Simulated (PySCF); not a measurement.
**Energy of Cl⁺ (chlorine, charge +1) between two integer charges**

The 3p beta orbital of [Ne] 3s2 3p4 is emptied in steps (occupation f), with all orbitals relaxed, ending at [Ne] 3s2 3p3. Computed with PySCF 2.14 in x2c-TZVPall (5s5p2d1f, 37 functions), with scalar relativity by spin-free X2C-1e. The exact energy is a straight line in f; departures are measured from the line between the end points of the same method.

Problem. Among UHF, LDA, PBE, PBE0, r2SCAN, LC-wPBE, BHandHLYP, wB97X, HSE06, CAM-B3LYP, which shows the largest delocalisation error (convex curve), and which is closest to linear?

Solution. Most convex: LDA (-1.412 eV at f = 0.5); closest to linear: LC-wPBE (-0.227 eV).

```tsv
f	UHF (eV)	LDA (eV)	PBE (eV)	PBE0 (eV)	r2SCAN (eV)	LC-wPBE (eV)	BHandHLYP (eV)	wB97X (eV)	HSE06 (eV)	CAM-B3LYP (eV)
1	0.000	0.000	0.000	0.000	0.000	0.000	0.000	0.000	0.000	0.000
0.9	0.095	-0.507	-0.493	-0.349	-0.456	-0.085	-0.215	-0.124	-0.387	-0.227
0.7	0.215	-1.184	-1.148	-0.813	-1.055	-0.196	-0.505	-0.290	-0.900	-0.532
0.5	0.250	-1.412	-1.362	-0.963	-1.243	-0.227	-0.605	-0.346	-1.067	-0.635
0.3	0.205	-1.186	-1.138	-0.803	-1.032	-0.184	-0.512	-0.293	-0.891	-0.535
0.1	0.086	-0.508	-0.484	-0.340	-0.436	-0.075	-0.222	-0.129	-0.379	-0.231
0	0.000	0.000	0.000	0.000	0.000	0.000	0.000	0.000	0.000	0.000
```

| method | E(f=0) − E(f=1) (eV) | −ε at f=1 (eV) | −ε at f=0.5 (eV) |
| --- | --- | --- | --- |
| UHF | 22.572 | 23.638 | 22.541 |
| LDA | 23.968 | 18.347 | 23.963 |
| PBE | 23.848 | 18.371 | 23.876 |
| PBE0 | 23.835 | 19.950 | 23.864 |
| r2SCAN | 23.791 | 18.712 | 23.858 |
| LC-wPBE | 23.996 | 23.039 | 24.031 |
| BHandHLYP | 23.788 | 21.404 | 23.766 |
| wB97X | 23.858 | 22.483 | 23.849 |
| HSE06 | 23.842 | 19.541 | 23.869 |
| CAM-B3LYP | 23.970 | 21.448 | 23.960 |

Reference removal energy between the ground levels: 23.814 eV (measured; NIST Atomic Spectra Database, ionization energies). The calculation has no spin-orbit coupling. UHF lacks correlation.
